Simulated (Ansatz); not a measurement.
Reaction: CH5GeO (SMILES [CH2][O][GeH3], doublet) → CH5GeO (SMILES [GeH3][CH]O, doublet)
Each species at its own B3LYP-D3(BJ)/def2-TZVP minimum (Ansatz, an electronic-structure program), one conformer.

Total energies in hartree (Ansatz). Open shells are spin-unrestricted; no spin-orbit coupling. Correlated methods leave the cores frozen (noble-gas shells, and filled d and f shells in the p block). No relativity.

| species | HF/cc-pVTZ | CCSD(T)/cc-pVTZ | HF/cc-pVQZ | CCSD(T)/cc-pVQZ | CCSD(T)/cc-pVDZ | CCSDT(Q)/cc-pVDZ |
|---|---|---|---|---|---|---|
| 1: CH5GeO (SMILES [O]([CH2])[GeH3], doublet) | -2191.04488 | -2191.60771 | -2191.05839 | -2191.65523 | -2191.38596 | -2191.38787 |
| 2: CH5GeO (SMILES [CH](O)[GeH3], doublet) | -2191.02628 | -2191.59281 | -2191.03929 | -2191.63995 | -2191.37360 | -2191.37560 |

Q: Work out the isomerisation energy (electronic) in kcal/mol: take Hartree-Fock from cc-pVQZ, extrapolate the CCSD(T) correlation energy as X^-3 (X = 3, 4), and add CCSDT(Q) - CCSD(T) in cc-pVDZ. 1 hartree = 627.51 kcal/mol.

A: 
Species 1: correlation (64·(-0.59684) - 27·(-0.56283))/37 = -0.62166; step -0.00191; E1 = -2191.05839 + (-0.62166) + (-0.00191) = -2191.68196
Species 2: correlation (64·(-0.60066) - 27·(-0.56653))/37 = -0.62557; step -0.00200; E2 = -2191.03929 + (-0.62557) + (-0.00200) = -2191.66686
-1·E1 +1·E2 = 0.01510 hartree = 9.5 kcal/mol.
